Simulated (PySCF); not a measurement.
## How methods differ on the ionisation energy of Zn²⁺

Zn²⁺ [Ar] 3d10 (1S) → Zn³⁺ [Ar] 3d9 (2D), as a difference of total energies. Computed with PySCF 2.14 in aug-cc-pVDZ-DK (7s6p4d2f, 59 functions), with the spin-free X2C one-electron Hamiltonian (Gaussian nucleus). Correlated levels: valence: [Ar] frozen. The calculations carry no spin-orbit coupling.

```json
{"method": "UHF", "ionisation energy (eV)": "37.080", "plus first-order spin-orbit estimate": "36.939", "error of that sum (eV)": "-2.784"}
{"method": "LDA", "ionisation energy (eV)": "40.639", "plus first-order spin-orbit estimate": "40.499", "error of that sum (eV)": "+0.776"}
{"method": "PBE", "ionisation energy (eV)": "40.057", "plus first-order spin-orbit estimate": "39.916", "error of that sum (eV)": "+0.193"}
{"method": "PBE0", "ionisation energy (eV)": "39.613", "plus first-order spin-orbit estimate": "39.473", "error of that sum (eV)": "-0.250"}
{"method": "r2SCAN", "ionisation energy (eV)": "39.659", "plus first-order spin-orbit estimate": "39.519", "error of that sum (eV)": "-0.204"}
{"method": "BHandHLYP", "ionisation energy (eV)": "39.154", "plus first-order spin-orbit estimate": "39.014", "error of that sum (eV)": "-0.709"}
{"method": "B2PLYP", "ionisation energy (eV)": "39.680", "plus first-order spin-orbit estimate": "39.540", "error of that sum (eV)": "-0.183"}
{"method": "HSE06", "ionisation energy (eV)": "39.606", "plus first-order spin-orbit estimate": "39.466", "error of that sum (eV)": "-0.257"}
{"method": "TPSSh", "ionisation energy (eV)": "39.553", "plus first-order spin-orbit estimate": "39.412", "error of that sum (eV)": "-0.311"}
{"method": "MP2 (valence)", "ionisation energy (eV)": "39.918", "plus first-order spin-orbit estimate": "39.778", "error of that sum (eV)": "+0.055"}
{"method": "SCS-MP2 (valence)", "ionisation energy (eV)": "39.565", "plus first-order spin-orbit estimate": "39.424", "error of that sum (eV)": "-0.299"}
```

Reference: 39.723 eV (measured; NIST Atomic Spectra Database, ionization energies).

A first-order spin-orbit estimate (lowest level to lowest level, LS coupling) adds -0.140 eV.

Errors of the correlated levels include the incompleteness of this basis and the frozen core.
